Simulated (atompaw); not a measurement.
**What one change does to a pseudopotential (Ni, PAW (atompaw))**

atompaw 4.2.0.5 input, output lines left out:

```
Ni 28
GGA-PBE scalarrelativistic loggrid 1500 logderivrange -3 5 201
4 4 3 0 0 0
4 0 1
4 1 0
3 2 8
0 0 0
c
c
c
v
c
c
v
v
2
2.55 2.05 2.55 2.40
y
2.1
n
y
0.05
n
y
0.4
n
custom polynom2 7 10 vanderbiltortho sinc
3 0 troulliermartins
2.55
2.55
2.55
2.55
1.60
1.60
```

Change: reference 3d8 4s2 4p0.

Cutoffs: the cutoffs (Ry, on a coarse ladder) from which the occupation-weighted sum of valence levels, in a spherical-Bessel basis at the reference potential, stays within 10 and 1 mRy of its value at 400 Ry; they do not see the model core or the augmentation charge, which bear on the density cutoff.

Task: What does the change do?

Result: The potential gets softer (140 Ry and 300 Ry → 110 Ry and 300 Ry); neither file shows a bound ghost.

| quantity | base | changed |
| --- | --- | --- |
| cutoff, loose | 140 Ry | 110 Ry |
| cutoff, tight | 300 Ry | 300 Ry |
| bound ghosts | none | none |
| s: phases at 2.55 bohr within 0.05 rad from the reference energy up to (Ry; the scan ends near 5) | 3.4 | 3.8 |
| p: phases at 2.55 bohr within 0.05 rad from the reference energy up to (Ry; the scan ends near 5) | 3.8 | 4.2 |
| d: phases at 2.55 bohr within 0.05 rad from the reference energy up to (Ry; the scan ends near 5) | to the end of the scan | to the end of the scan |
| lowest overlap eigenvalue by channel | s 0.79, p 0.93, d 0.96 | s 0.82, p 0.95, d 0.97 |

 The cutoffs see the waves, projectors and local potential, not the compensation charge or the core.
